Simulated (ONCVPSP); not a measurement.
How hard is this oxygen (O) ONCV potential?

- Element: O (Z = 8)
- Generator: ONCVPSP 4.0.1
- Type: optimised norm-conserving Vanderbilt (ONCV)
- Functional: PBE
- Relativity: scalar-relativistic
- Frozen core: [He]
- Valence charge: 6
- Reference configuration: 2s2 2p3.75 (charge +0.25)
- Partial waves: 2s: rc 0.65 bohr, ncon 4, nbas 7, qcut 9.3 1/bohr, 2 projectors, debl 1.1 Ha; 2p: rc 1.55 bohr, ncon 4, nbas 9, qcut 10.7 1/bohr, 2 projectors, debl 2.9 Ha; d scattering state at 0.26 Ha: rc 1.25 bohr, ncon 4, nbas 8, qcut 8.2 1/bohr, 2 projectors, debl 2.2 Ha
- Local potential: polynomial inside 0.65 bohr (lpopt 5, dvloc0 1 Ha)
- Core correction: polynomial model core, fcfact 0.55

Task: For each optimised wave give the share of its norm inside rc, the residual kinetic energy above qcut (Ha) and the cutoffs (Ha) for errors of 10, 1, 0.1 and 0.01 mHa per electron.

Result:

```json
{"wave": "2s", "norm inside rc": "0.151", "residual KE": "8.4e-04", "10 mHa": "28.1", "1 mHa": "42.2", "0.1 mHa": "251.4", "0.01 mHa": "313.6"}
{"wave": "s projector 2", "norm inside rc": "0.018", "residual KE": "3.9e-04", "10 mHa": "13.8", "1 mHa": "31.0", "0.1 mHa": "95.3", "0.01 mHa": "314.6"}
{"wave": "2p", "norm inside rc": "0.749", "residual KE": "6.9e-09", "10 mHa": "25.1", "1 mHa": "33.0", "0.1 mHa": "39.5", "0.01 mHa": "45.1"}
{"wave": "p projector 2", "norm inside rc": "0.145", "residual KE": "1.2e-07", "10 mHa": "27.0", "1 mHa": "35.9", "0.1 mHa": "43.1", "0.01 mHa": "48.7"}
{"wave": "d projector 1", "norm inside rc": "0.004", "residual KE": "4.3e-07", "10 mHa": "1.5", "1 mHa": "5.6", "0.1 mHa": "13.7", "0.01 mHa": "22.8"}
{"wave": "d projector 2", "norm inside rc": "0.136", "residual KE": "7.3e-05", "10 mHa": "14.8", "1 mHa": "24.3", "0.1 mHa": "32.6", "0.01 mHa": "54.5"}
```

The occupied waves need 42 Ha and 251 Ha for 1 and 0.1 mHa. Rows with under 1 % of the norm inside rc give no meaningful cutoff. Its largest configuration-test error is +1818 meV.
